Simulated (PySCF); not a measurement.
Job file and geometry (Å, from GFN2-xTB) of an NMR shielding run on `ClB(Cl)[C@@H]1[C@H]2C[C@]1(Cl)C2`, C5H6BCl3, GIAO PBE0/pcSseg-1 NMR shielding, non-relativistic, gas phase in PySCF 2.14.0, density-fitted response routines; density fitting, a coarse starting grid and PySCF grid level 2 are the driver's defaults:

```
$ OMP_NUM_THREADS=1 python probes_run.py task.json out

{"job": {"kind": "nmr", "xc": "PBE0", "basis": "pcSseg-1"}, "charge": 0, "multiplicity": 1}
Cl     1.227182     1.728744    -2.339008
B      1.417036     1.410517    -0.659817
Cl     2.267714     2.543241     0.306380
C      0.876973     0.069903    -0.005699
C     -0.193786    -0.823134    -0.685712
C     -0.471897    -1.453683     0.691532
C     -0.377562     0.060979     0.913004
Cl    -0.532427     0.912018     2.430226
C     -1.246498     0.246294    -0.336811
H      1.706590    -0.492775     0.435342
H     -0.085700    -1.338836    -1.629944
H     -1.449832    -1.903481     0.839431
H      0.312299    -2.065195     1.129081
H     -1.176882     1.201270    -0.848336
H     -2.277622    -0.087873    -0.261582
```

Q: Write the output of this run.

A: 
```
coarse grid: 15112 points
cycle   1  E = -1598.7141266974  dE =  1.588e+00  |g| = 3.906e-01  |ddm| = 3.690e+00
cycle   2  E = -1598.7067952233  dE =  7.331e-03  |g| = 4.586e-01  |ddm| = 7.789e-01
cycle   3  E = -1598.7556344341  dE = -4.884e-02  |g| = 5.328e-02  |ddm| = 4.059e-01
cycle   4  E = -1598.7561479093  dE = -5.135e-04  |g| = 3.161e-02  |ddm| = 8.980e-02
cycle   5  E = -1598.7563782395  dE = -2.303e-04  |g| = 7.081e-03  |ddm| = 3.511e-02
cycle   6  E = -1598.7563897397  dE = -1.150e-05  |g| = 2.059e-03  |ddm| = 1.029e-02
cycle   7  E = -1598.7563905769  dE = -8.372e-07  |g| = 6.224e-04  |ddm| = 2.609e-03
final grid: 134720 points
cycle   8  E = -1598.8055258698  dE = -5.268e-05  |g| = 8.569e-03  |ddm| = 4.217e-02
cycle   9  E = -1598.8055109553  dE =  1.491e-05  |g| = 1.128e-02  |ddm| = 1.869e-02
cycle  10  E = -1598.8055419782  dE = -3.102e-05  |g| = 1.523e-03  |ddm| = 1.205e-02
cycle  11  E = -1598.8055423987  dE = -4.205e-07  |g| = 3.675e-04  |ddm| = 1.892e-03
cycle  12  E = -1598.8055424286  dE = -2.992e-08  |g| = 8.190e-05  |ddm| = 3.298e-04
cycle  13  E = -1598.8055424301  dE = -1.486e-09  |g| = 2.154e-05  |ddm| = 1.076e-04
cycle  14  E = -1598.8055424302  dE = -1.078e-10  |g| = 6.662e-06  |ddm| = 3.087e-05
converged SCF energy = -1598.8055424302

GIAO shielding tensors (ppm)
atom      isotropic    diamagn.    paramagn.     s11        s22        s33       span
  0 Cl     649.254    1146.836    -497.582    341.579    709.790    896.392    554.813
  1 B       38.439     188.485    -150.046     -3.338     29.354     89.300     92.638
  2 Cl     650.840    1146.356    -495.517    339.118    691.551    921.850    582.732
  3 C      115.954     252.558    -136.604    103.714    111.180    132.967     29.254
  4 C      159.157     244.567     -85.409    153.607    159.314    164.552     10.945
  5 C      127.266     252.505    -125.239    116.927    128.049    136.821     19.894
  6 C      126.975     242.233    -115.259    103.590    112.048    165.285     61.695
  7 Cl     755.499    1146.279    -390.780    591.274    613.341   1061.881    470.607
  8 C      127.613     250.605    -122.992    121.135    130.541    131.163     10.028
  9 H       29.687      31.190      -1.503     26.106     30.009     32.945      6.838
 10 H       28.986      31.081      -2.095     23.739     26.263     36.956     13.218
 11 H       29.810      31.348      -1.538     26.159     27.229     36.042      9.883
 12 H       29.814      31.083      -1.268     26.222     27.519     35.702      9.480
 13 H       29.569      30.807      -1.238     24.751     30.631     33.324      8.572
 14 H       29.788      31.040      -1.253     26.040     27.524     35.799      9.759
```

Size and cost of the density-fitted run: 204 basis functions, 57 s wall time on 1 thread of an Arm Neoverse V1, shared host; peak memory 0.89 GiB.
